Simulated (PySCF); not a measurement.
Cartesian coordinates (Å):
```xyz
11

Ta     0.0136    -0.1315     0.2385
O     -1.0382     0.9626     1.4546
H     -1.3933     1.8597     1.3530
O     -0.1661     1.4437    -0.9203
H      0.2552     1.4005    -1.7963
O      1.0210    -0.9988    -1.1305
H      1.4962    -1.2656    -1.9266
O     -1.3315    -1.5225     0.2807
H     -2.1184    -1.4188     0.8438
O      1.4411    -0.2706     1.5382
H      1.3434     0.1419     2.4142
```
Charge 0, spin multiplicity 1.

Problem. What LUMO, charge on the central atom (Mulliken), total energy, HOMO, dipole moment and HOMO–LUMO gap does TPSSh-D3(BJ)/def2-TZVP // TPSS-D3(BJ)/def2-SVP run with PySCF give?

Solution. 
| Item | Value |
|---|---|
| LUMO | -1.35 eV |
| charge on the central atom (Mulliken) | 1.56 e |
| total energy | -436.5904 Ha |
| HOMO | -7.63 eV |
| dipole moment | 1.21 D |
| HOMO–LUMO gap | 6.28 eV |
